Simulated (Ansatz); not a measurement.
## A geometry optimisation of C2H8GaSi with PBE0-D3(BJ)/pcseg-1

The starting geometry of this gas-phase doublet was optimised with GFN2-xTB; its bonds are those of `[CH3][Ga][CH2][SiH3]`.

```xyz
12

C    -2.8248    0.3523   -0.2999
C     0.6555    0.2955    1.0801
Ga   -1.2593    1.3208    0.8232
Si    0.4945   -1.5798    0.9812
H    -2.5224    0.2651   -1.3461
H    -3.7736    0.8904   -0.2560
H    -2.9708   -0.6526    0.1022
H     1.3227    0.6766    0.3003
H     1.0702    0.6079    2.0436
H     1.7723   -2.2454    1.2829
H    -0.5050   -2.0437    1.9578
H     0.0768   -1.9740   -0.3709
```

Problem. Predict what becomes of its bonds when it is optimised with PBE0-D3(BJ)/pcseg-1.

Solution. It keeps its bonds, and is `[CH3][Ga][CH2][SiH3]`.

The energy falls by 0.28 eV over 18 steps:

```tsv
step	E − E(last) (eV)
1	0.279
3	0.009
5	0.005
7	0.004
9	0.002
10	0.002
12	0.001
14	0.000
16	0.000
18	0.000
```

Final geometry (Å):

| atom | x (Å) | y (Å) | z (Å) |
| --- | --- | --- | --- |
| C | -2.6765 | 0.4006 | -0.2968 |
| C | 0.4761 | 0.2936 | 1.0584 |
| Ga | -1.3840 | 1.0597 | 1.0824 |
| Si | 0.4740 | -1.5793 | 1.0285 |
| H | -2.1864 | 0.3842 | -1.2804 |
| H | -3.5872 | 1.0049 | -0.3557 |
| H | -2.9572 | -0.6320 | -0.0428 |
| H | 0.9535 | 0.6671 | 0.1374 |
| H | 1.0596 | 0.6689 | 1.9086 |
| H | 1.8471 | -2.1653 | 1.1233 |
| H | -0.3272 | -2.1200 | 2.1714 |
| H | -0.1558 | -2.0693 | -0.2358 |

Frequencies at the end are all real (lowest 32 cm⁻¹). Open shells are spin-unrestricted. Run with Ansatz 0.2.0, 2 min on 2 threads of Intel(R) Xeon(R) Platinum 8488C (Sapphire Rapids), on a shared host.
